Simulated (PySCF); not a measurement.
BrH5N2Sn. Atoms are numbered in the order given.

```xyz
9

Sn     0.1540    -0.6020     0.4351
N     -1.4123    -1.8729     0.1185
N      1.7495    -1.4359    -0.5270
Br    -0.2959     1.7121    -0.5365
H      0.4421    -0.4060     2.1098
H     -2.1667    -1.7375     0.7929
H     -1.8202    -1.7658    -0.8115
H      1.4432    -2.0130    -1.3122
H      2.3983    -0.7388    -0.8949
```
Charge 0, spin multiplicity 1.

The structure is a stationary point at B3LYP-D3(BJ)/def2-SVP. The def2 effective core potentials stand for the cores of Sn; spin–orbit coupling is left out. Other conformers were not sampled.

The numbers are results of B3LYP-D3(BJ)/def2-SVP in PySCF, not measurements.

Frequencies are harmonic and unscaled.

| mode | ν (cm⁻¹) | IR (km/mol) | moving atoms (share of kinetic energy) |
|---|---|---|---|
| 1 | 83 | 26.5 | H 43 %, N 40 %, Br 9 %, Sn 8 % |
| 2 | 123 | 22.1 | H 47 %, N 36 %, Br 9 % |
| 3 | 142 | 4.9 | H 58 %, N 32 % |
| 4 | 157 | 2.7 | H 60 %, N 23 %, Sn 13 % |
| 5 | 171 | 21.3 | N 53 %, H 36 % |
| 6 | 239 | 31.2 | Br 57 %, Sn 39 % |
| 7 | 514 | 3.8 | H 82 %, N 18 % |
| 8 | 543 | 207.9 | N 71 %, H 22 % |
| 9 | 553 | 145.5 | H 49 %, N 43 %, Sn 8 % |
| 10 | 578 | 16.5 | H 93 % |
| 11 | 650 | 34.6 | H 63 %, N 30 % |
| 12 | 661 | 114.8 | H 69 %, N 28 % |
| 13 | 842 | 35.6 | H 91 %, N 8 % |
| 14 | 877 | 20.9 | H 89 %, N 10 % |
| 15 | 1535 | 11.9 | H 92 %, N 8 % |
| 16 | 1546 | 11.9 | H 92 %, N 8 % |
| 17 | 1934 | 122.9 | H 99 % |
| 18 | 3497 | 13.7 | H 96 % |
| 19 | 3501 | 15.0 | H 96 % |
| 20 | 3592 | 14.7 | H 92 %, N 8 % |
| 21 | 3593 | 13.6 | H 92 %, N 8 % |
